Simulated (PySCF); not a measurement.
How methods differ on the excitation energy of Ti

Ti [Ar] 3d2 4s2 (3F) → Ti [Ar] 3d3 4s1 (5F), as a difference of total energies. All numbers are calculated (PySCF 2.14, the non-relativistic Hamiltonian (point nucleus), in def2-TZVPPD). Correlated levels: valence: [Ar] frozen; valence and next inner shell: [Ne] frozen. The calculations carry no spin-orbit coupling.

| method | excitation energy (cm⁻¹) |
| --- | --- |
| UHF | 4718.2 |
| LDA | -2247.2 |
| PBE | -2259.7 |
| PBE0 | -399.42 |
| r2SCAN | -4072.6 |
| r2SCAN0 | -1529.1 |
| B3LYP | 1760.1 |
| PBEsol | -2954.3 |
| BHandHLYP | 4698.0 |
| MP2 (valence) | 6565.1 |
| SCS-MP2 (valence) | 10889 |
| MP2 (valence and next inner shell) | 3797.0 |
| SCS-MP2 (valence and next inner shell) | 7934.0 |

**Question.** How much does correlation contribute at MP2 (valence and next inner shell)?

**Answer.** 3797.0 − (4718.2) = -921.2 cm⁻¹, measured against UHF.

These non-relativistic numbers lack the scalar-relativistic shift.

Errors of the correlated levels include the incompleteness of this basis and the frozen core.

For comparison: 6498.9 cm⁻¹ (measured; NIST levels, between the centres of gravity of the two terms).
